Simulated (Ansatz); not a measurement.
Conformers of BH4OSSi, SMILES `[SiH3]O[B]S` radical, each relaxed with PBE0-D4/def2-TZVP in Ansatz. CBS adds the triple-zeta coupled-cluster correction to the MP2 limit.

Not all of them had a frequency check.

Conformer A:

```xyz
8

Si   -0.539   -0.437    1.377
O     0.314   -0.405   -0.051
B     0.309    0.476   -1.052
S     1.333    0.308   -2.519
H    -0.141   -1.684    2.066
H    -1.993   -0.440    1.089
H    -0.181    0.747    2.195
H     0.898    1.434   -3.104
```

Conformer B:

Cartesian coordinates in Å:
```
Si 1.256 -0.423 -0.497
O 0.331 0.865 -0.006
B -0.884 1.138 0.456
S -2.191 -0.069 0.764
H 0.474 -1.679 -0.379
H 2.454 -0.474 0.372
H 1.648 -0.185 -1.905
H -3.089 0.828 1.194
```

**Question.** Which is lowest in electronic energy at CCSD(T)/CBS (frozen core, def2 sets), and by how much? (Estimate.)

**Answer.** Ansatz gave: A; B lies 4.4 kJ/mol higher.

**Question.** Give the energies relative to A (kJ/mol) with PBE-D4/def2-TZVPP, r2SCAN-D4/def2-TZVPP, PBE0-D4/def2-TZVPP, PBE0/def2-TZVPP, HF/def2-TZVPP, CCSD/def2-TZVPP, HF/CBS(def2). (Best estimate.)

**Answer.** Computed: 
```tsv
level	B
PBE-D4/def2-TZVPP	2.7
r2SCAN-D4/def2-TZVPP	3.1
PBE0-D4/def2-TZVPP	3.3
PBE0/def2-TZVPP	4.4
HF/def2-TZVPP	4.7
CCSD/def2-TZVPP	5.6
HF/CBS(def2)	4.7
```
